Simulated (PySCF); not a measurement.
# Electron correlation in N⁺ (nitrogen, charge +1)

[He] 2s2 2p2, high-spin 3P determinant. Calculation: PySCF 2.14, in Sapporo-DZP-2012 (4s3p1d, 18 functions); the spin-free X2C one-electron Hamiltonian (Gaussian nucleus). Frozen: 1s2; 4 electrons correlated.

MP2 pair energies summed by pair of shells (mhartree):

```csv
pair,energy,share (%)
2s-2p,-34.98,59.7
2s-2s,-17.90,30.5
2p-2p,-5.74,9.8
```

Total MP2 correlation energy: -58.62 mhartree.

Same-spin part -9.98 and opposite-spin part -48.64 mhartree; SCS-MP2 scales them by 1/3 and 6/5 to -61.70 mhartree.

```tsv
level	correlation energy (mhartree)
CCSD	-81.76
(T)	-0.87
CCSD(T)	-82.63
```

Diagnostics: T1 = 0.0064, D1 = 0.0122, largest double amplitude 0.123.

Cost of the coupled-cluster step: 0.09 s of wall time on 1 thread of Neoverse-V2 (shared host), for 4 correlated electrons.

Iterations:

```
CC2 = 0
CCSD nocc = (np.int64(3), np.int64(1)), nmo = (17, 17)
frozen orbitals [[0], [0]]
max_cycle = 100
direct = 0
conv_tol = 1e-08
conv_tol_normt = 1e-06
diis_space = 8
diis_start_cycle = 0
Init t2, MP2 energy = -0.0586221118586805
Init E_corr(UCCSD) = -0.058622111862719
cycle = 1  E_corr(UCCSD) = -0.0736957469906087  dE = -0.0150736351  norm(t1,t2) = 0.0430295
cycle = 2  E_corr(UCCSD) = -0.078444145938054  dE = -0.00474839895  norm(t1,t2) = 0.0185155
cycle = 3  E_corr(UCCSD) = -0.0818152618730782  dE = -0.00337111594  norm(t1,t2) = 0.00904912
cycle = 4  E_corr(UCCSD) = -0.0817460208775901  dE = 6.92409955e-05  norm(t1,t2) = 0.0011866
cycle = 5  E_corr(UCCSD) = -0.0817625549817727  dE = -1.65341042e-05  norm(t1,t2) = 0.000169588
cycle = 6  E_corr(UCCSD) = -0.081756560081825  dE = 5.99489995e-06  norm(t1,t2) = 2.22933e-05
cycle = 7  E_corr(UCCSD) = -0.0817590882440664  dE = -2.52816224e-06  norm(t1,t2) = 5.60837e-06
cycle = 8  E_corr(UCCSD) = -0.08175833817189  dE = 7.50072176e-07  norm(t1,t2) = 2.00741e-06
cycle = 9  E_corr(UCCSD) = -0.0817583270449999  dE = 1.11268901e-08  norm(t1,t2) = 1.76633e-07
cycle = 10  E_corr(UCCSD) = -0.0817583353697176  dE = -8.32471776e-09  norm(t1,t2) = 2.75232e-08
UCCSD converged
E(UCCSD) = -53.98724621497586  E_corr = -0.08175833536971765
UCCSD(T) correction = -0.000866057445666307
```
